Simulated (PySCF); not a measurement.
# Electron correlation in Ge(2+) (germanium, charge +2)

[Ar] 3d10 4s2, closed-shell 1S. All numbers are calculated (PySCF 2.14, no relativity, point nucleus, in def2-TZVP (6s5p4d1f, 48 functions)). Frozen: [Ar] 3d10; 2 electrons correlated.

Total MP2 correlation energy: -28.84 mhartree.

Same-spin part 0.00 and opposite-spin part -28.84 mhartree; SCS-MP2 scales them by 1/3 and 6/5 to -34.61 mhartree.

With two correlated electrons CCSD is exact within the correlated space (frozen core and kept virtual orbitals).

```json
{"level": "CCSD", "correlation energy (mhartree)": "-40.10"}
```

Diagnostics: T1 = 0.0046, D1 = 0.0065, largest double amplitude 0.104.

**Question.** Is a single reference adequate?

**Answer.** Mostly. T1 lies below 0.03, but a double amplitude of this size points to a near-degeneracy that CCSD handles and MP2 describes poorly.
